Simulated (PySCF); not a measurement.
**Ionising CsAl**

UHF-CCSD(T); Cs def2-SVPD with ECP46, Al def2-SVPD; scalar-relativistic core potentials (PySCF 2.14). Neutral (UHF): triplet (σ ↑, π ↑), Re = 3.793 Å, ωe = 111 cm⁻¹, De = 0.45 eV.

CsAl⁺ (UHF): doublet (σ ↑), Re = 4.432 Å, ωe = 67.3 cm⁻¹, De = 0.38 eV to Cs⁺ + Al. The energies at the minima are -261.75510 hartree for CsAl and -261.61347 for CsAl⁺.

Work out the adiabatic ionisation energy, without and with harmonic zero-point energies (1 hartree = 27.2114 eV, 1 eV = 8065.5 cm⁻¹), and the change of the bond length.

At UHF-CCSD(T): 0.14163 hartree = 3.854 eV between the minima; the zero-point term (67.3 − 111.0)/2 cm⁻¹ = -0.003 eV makes it 3.851 eV. Re changes by +63.9 pm against the neutral. The electron leaves a π orbital, and the ion is left as a loose complex of an ion and an atom.

Correlated steps freeze 5 core orbitals. Weak bonds: CsAl, CsAl⁺. Basis-set superposition, not corrected here, can be much of De in a small basis, most of all at correlated wavefunction levels. Spin–orbit coupling is left out, which matters for elements this heavy, above all for dissociation energies. For an ion De counts to the pair picked by the measured ionisation energies or electron affinities, which need not be the lowest pair at this level. States were picked by a PBE0 search and need not be the measured ground states.
